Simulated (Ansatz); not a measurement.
C₃H₉Ge (SMILES C[CH][CH2][GeH3]), doublet, at a GFN2-xTB geometry. Base run: B3LYP/STO-3G (Ansatz, a program for electronic structure).

The Ansatz input:
Ansatz 0.2 input:
```yaml
crystal:
  periodic: [false, false, false]
  atoms:
    - {symbol: C, position_ang: [2.34158793, 1.08833734, -0.23254345]}
    - {symbol: C, position_ang: [1.81308624, -0.21245295, 0.23514570]}
    - {symbol: C, position_ang: [0.57128543, -0.28375438, 0.99009097]}
    - {symbol: Ge, position_ang: [-1.07453076, -0.17696050, -0.19641555]}
    - {symbol: H, position_ang: [3.39174683, 1.01031274, -0.50702840]}
    - {symbol: H, position_ang: [2.22969830, 1.85358314, 0.53682327]}
    - {symbol: H, position_ang: [1.79497394, 1.44449263, -1.11790682]}
    - {symbol: H, position_ang: [2.22200223, -1.11630520, -0.18495243]}
    - {symbol: H, position_ang: [0.48513465, -1.22031642, 1.54291825]}
    - {symbol: H, position_ang: [0.47778719, 0.54938448, 1.69008991]}
    - {symbol: H, position_ang: [-1.12861210, -1.30931318, -1.17636722]}
    - {symbol: H, position_ang: [-1.06910268, 1.07790469, -1.01600632]}
    - {symbol: H, position_ang: [-2.37440174, -0.17978707, 0.56156785]}
basis:
  gaussian:
    orbitals: STO-3G
hamiltonian:
  xc: b3lyp
magnetization: {spin_polarized: true, initial_magnetization: 1}
```

Variants of this job, named by their change:

| change | E (Eh) | <S^2> |
|---|---|---|
| base | -2171.31853 | 0.754 |
| functional = cam_b3lyp | -2171.28956 | 0.755 |
| functional = BHLYP | -2171.32671 | 0.756 |
| functional = hf | -2169.18509 | 0.767 |
| functional = pbe0 | -2170.97757 | 0.755 |
| functional = wB97M-V | -2171.35990 | 0.754 |
| functional = r2scan | -2171.33317 | 0.756 |
| functional = lc_wpbe | -2170.96106 | 0.756 |
| functional = pbe0; dispersion = d3bj | -2170.98584 | 0.755 |
| functional = b3lyp; dispersion = d3bj | -2171.33499 | 0.754 |
| functional = pbe0; dispersion = d3bjatm | -2170.98582 | 0.755 |
| functional = pbe0; dispersion = d4 | -2170.98513 | 0.755 |
| functional = b3lyp5 | -2171.09273 | 0.754 |

Total energies compare only within one method and basis.
